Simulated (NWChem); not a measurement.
System: silanone (SiH2O); SMILES O=[SiH2]

Input file for NWChem:

```
start job
memory heap 200 mb stack 900 mb global 1100 mb
geometry units angstroms noautosym nocenter noautoz
  Si     0.000000     0.000000    -0.436952
  O      0.000000     0.000000     1.095095
  H      0.000000    -1.235351    -1.273402
  H      0.000000     1.235351    -1.273402
end
basis spherical
  Si library 6-31g*
  O library 6-31g*
  H library 6-31g*
end
dft
  xc pbe0
  iterations 150
end
cosmo
  do_cosmo_smd true
  solvent water
end
task dft energy
```

Geometry: optimised at PBE0/def2-SVP. Solvent: water.

Solvent water, SMD (1 M gas to 1 M solution), gas-phase geometry. Reactions with the solvent are ignored.

Question: Give the results of this calculation. (PBE0/6-31G* (spherical d), SMD on the gas-phase geometry.) Quantities: basis functions; solvation free energy (kcal/mol); cavity-dispersion-structure term (kcal/mol); dipole in solution (D).

Answer: 
```yaml
number_of_basis_functions: 36
solvation free energy (kcal/mol): -7.8
cavity-dispersion-structure term (kcal/mol): 1.1
dipole in solution (D): 4.66
```
